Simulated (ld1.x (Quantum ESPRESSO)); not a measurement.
## An all-electron radial function and its pseudo partner (Ti (Z = 22))

Columns: radius, all-electron u(r) and pseudo u(r) of the 3p shell (level -54.76 eV) of titanium in the configuration [Ne] 3s2 3p6 3d2 4s0 4p0; LDA (PZ), scalar-relativistic, PAW scheme, ld1.x (Quantum ESPRESSO) 7.5.

```json
{"r (bohr)": "0.100", "all-electron": "0.4014", "pseudo": "-0.0229"}
{"r (bohr)": "0.200", "all-electron": "0.5154", "pseudo": "-0.0891"}
{"r (bohr)": "0.300", "all-electron": "0.2595", "pseudo": "-0.1915"}
{"r (bohr)": "0.400", "all-electron": "-0.1198", "pseudo": "-0.3191"}
{"r (bohr)": "0.500", "all-electron": "-0.4731", "pseudo": "-0.4587"}
{"r (bohr)": "0.600", "all-electron": "-0.7414", "pseudo": "-0.5962"}
{"r (bohr)": "0.700", "all-electron": "-0.9149", "pseudo": "-0.7187"}
{"r (bohr)": "0.800", "all-electron": "-1.0054", "pseudo": "-0.8153"}
{"r (bohr)": "0.900", "all-electron": "-1.0315", "pseudo": "-0.8792"}
{"r (bohr)": "1.000", "all-electron": "-1.0119", "pseudo": "-0.9074"}
{"r (bohr)": "1.100", "all-electron": "-0.9625", "pseudo": "-0.9014"}
{"r (bohr)": "1.200", "all-electron": "-0.8951", "pseudo": "-0.8659"}
{"r (bohr)": "1.300", "all-electron": "-0.8186", "pseudo": "-0.8083"}
{"r (bohr)": "1.400", "all-electron": "-0.7390", "pseudo": "-0.7372"}
{"r (bohr)": "1.500", "all-electron": "-0.6604", "pseudo": "-0.6607"}
{"r (bohr)": "1.600", "all-electron": "-0.5852", "pseudo": "-0.5854"}
{"r (bohr)": "1.700", "all-electron": "-0.5152", "pseudo": "-0.5152"}
{"r (bohr)": "1.800", "all-electron": "-0.4509", "pseudo": "-0.4509"}
{"r (bohr)": "1.900", "all-electron": "-0.3928", "pseudo": "-0.3928"}
{"r (bohr)": "2.000", "all-electron": "-0.3407", "pseudo": "-0.3407"}
{"r (bohr)": "2.100", "all-electron": "-0.2945", "pseudo": "-0.2945"}
{"r (bohr)": "2.200", "all-electron": "-0.2537", "pseudo": "-0.2537"}
{"r (bohr)": "2.300", "all-electron": "-0.2180", "pseudo": "-0.2180"}
{"r (bohr)": "2.400", "all-electron": "-0.1868", "pseudo": "-0.1868"}
{"r (bohr)": "2.500", "all-electron": "-0.1598", "pseudo": "-0.1598"}
{"r (bohr)": "2.600", "all-electron": "-0.1363", "pseudo": "-0.1363"}
```

Q: How many radial nodes do the two functions have?

A: The all-electron 3p function has n − l − 1 = 1; the pseudo-wave has 0, since the states of the same l below it are removed with the core.

Q: At about which radius was the pseudo-wave matched?

A: 1.70 bohr. The columns agree to 0.0005 from 1.50 bohr on; several derivatives are matched, so the curves merge somewhat inside the radius.

Q: Is the pseudo-wave norm-conserving?

A: No, it belongs to a PAW set: the norm inside the radius is not constrained, and the difference is carried by the augmentation charge.
